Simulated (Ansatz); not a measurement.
System: C₇H₁₃, net charge 0, doublet state. It need not be the lowest isomer of its formula. 
Coordinates optimised at B3LYP-D3(BJ)/def2-TZVP (Ansatz, a quantum-chemistry and plane-wave program):
```xyz
20

C     -1.9811    -0.7379    -1.2519
C     -1.5725    -0.0228    -0.0100
C     -2.2218     1.2810     0.3043
C     -0.2614    -0.3519     0.6195
C      0.9435     0.3442    -0.0724
C      2.2420     0.0236     0.5951
C      3.2458    -0.6419     0.0376
H     -1.6330    -1.7732    -1.2559
H     -1.5699    -0.2611    -2.1570
H     -3.0675    -0.7396    -1.3763
H     -2.0408     1.5850     1.3379
H     -1.8450     2.0954    -0.3365
H     -3.3024     1.2420     0.1419
H     -0.2651    -0.0559     1.6740
H     -0.0854    -1.4312     0.5907
H      0.9814     0.0459    -1.1228
H      0.7751     1.4258    -0.0500
H      2.3365     0.3513     1.6281
H      3.1922    -0.9908    -0.9879
H      4.1567    -0.8593     0.5805
```
Charge 0, spin multiplicity 2.

Basis-set convergence of Hartree-Fock and CCSD(T) correlation energies (hartree) with Ansatz. Valence correlation only, unless marked. UHF or UKS for open shells. No spin-orbit coupling. No relativistic terms.

```tsv
basis	functions	E(HF)	E(corr, CCSD(T))
cc-pVDZ	163	-272.60688	-1.08447
cc-pVTZ	392	___	___
```

**Question.** Fill in the missing entries.

**Answer.** 
- cc-pVTZ, E(HF): -272.68099
- cc-pVTZ, E(corr, CCSD(T)): -1.29690
